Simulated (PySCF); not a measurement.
C6H11O2 (doublet state).
Atom-mapped SMILES: `[CH2:1][C@H:2]1[CH2:3][O:4][C@@H:5]([CH3:6])[O:7][CH2:8]1` (hydrogens: H9, H10 on C1; H11 on C2; H12, H13 on C3; H14 on C5; H15, H16, H17 on C6; H18, H19 on C8)

Cartesian coordinates in Å at the GFN2-xTB level; atoms count from 1:
```
atom  x, y, z in Å
C1     1.9743    1.2162    0.1891
C2     1.5615   -0.1093   -0.2881
C3     0.8667   -0.9220    0.8228
O4    -0.3821   -0.3653    1.1610
C5    -1.2478   -0.2989    0.0617
C6    -2.5569    0.3247    0.5135
O7    -0.7155    0.4857   -0.9748
C8     0.5119   -0.0096   -1.4395
H9     2.8096    1.7186   -0.2560
H10    1.3400    1.7517    0.8673
H11    2.4179   -0.6696   -0.6776
H12    1.4566   -0.9171    1.7405
H13    0.7307   -1.9623    0.4827
H14   -1.4114   -1.3321   -0.3258
H15   -2.3561    1.3251    0.8834
H16   -3.2405    0.3805   -0.3272
H17   -2.9885   -0.2752    1.3079
H18    0.3728   -1.0137   -1.8754
H19    0.8472    0.6819   -2.2138
```

The hyperfine couplings belong to this conformer and change with its torsions.

Level of theory: UKS B3LYP, pcH-1 on C H O, non-relativistic, mean-field spin-orbit, GIAO (PySCF). One conformer (not necessarily the lowest) at the GFN2-xTB geometry, without solvent, vibrations or thermal averaging. A GFN2-xTB geometry isn't a minimum of the functional, and hyperfine couplings can be far from their values at a DFT geometry. The SCF solution wasn't tested for stability.

**Question.** Give the principal g shifts and their parts.

**Answer.** 
```
                    Δg (ppm)     1     2     3
relativistic mass correction  -143  -143  -143
            gauge correction     4    31    25
   orbital Zeeman/spin–orbit    34   510   847
                       total  -106   398   729
```

So g = 2.00221, 2.00272, 2.00305 and g_iso = 2.00266; the tensor is rhombic: the two nearest values differ by 40 % of g3 − g1. Axes: g3 points within 7° of the C1–H9 bond.

**Question.** What effective moment and Curie constant follow for a powder?

**Answer.** With the mean of g² = 4.0106 and S(S+1) = 0.75: μ_eff = √(⟨g²⟩S(S+1)) = 1.734 μB and χT = 0.12505·⟨g²⟩·S(S+1) = 0.376 cm³ K/mol (cgs; spin-Hamiltonian part alone).

**Question.** What are the electron Larmor frequencies g μB B/h along the three axes at 3350 mT?

**Answer.** 93.8786, 93.9023, 93.9178 GHz for g1, g2 and g3, a range of 39.2 MHz.

**Question.** At 93.512 GHz, how far is the centre of the isotropic spectrum from where a free electron (g = 2.002319) resonates?

**Answer.** B = hν/(g μB) with μB/h = 13.99624 MHz/mT gives 3336.74 mT for the free electron and 3336.17 mT at g_iso, 0.57 mT lower.

**Question.** In a frozen sample, at which fields do the three g values resonate at 9.5, 34, 94 and 263 GHz (hyperfine left aside), and which band first spreads them over more than twice a line width of 1.0 mT?

**Answer.** 
```json
{"band": "X", "GHz": "9.5", "B(g3) mT": "338.86", "B(g2) mT": "338.92", "B(g1) mT": "339.00", "spread mT": "0.14"}
{"band": "Q", "GHz": "34.0", "B(g3) mT": "1212.76", "B(g2) mT": "1212.96", "B(g1) mT": "1213.27", "spread mT": "0.51"}
{"band": "W", "GHz": "94.0", "B(g3) mT": "3352.93", "B(g2) mT": "3353.49", "B(g1) mT": "3354.33", "spread mT": "1.40"}
{"band": "J", "GHz": "263.0", "B(g3) mT": "9381.08", "B(g2) mT": "9382.63", "B(g1) mT": "9384.99", "spread mT": "3.91"}
```

The spread grows in proportion to the frequency. J band is the first where it exceeds 2.0 mT.

Largest spin populations (Mulliken): C1 (+1.08) and C2 (-0.09). No atom but C1 exceeds +0.15. The angles at C1 add up to 359.2°, so it is planar; its axial dipolar tensor and the negative couplings of its protons fit spin in a p orbital normal to that plane.

The HOMO–LUMO gaps are 6.74 eV among the α and 5.74 eV among the β orbitals.
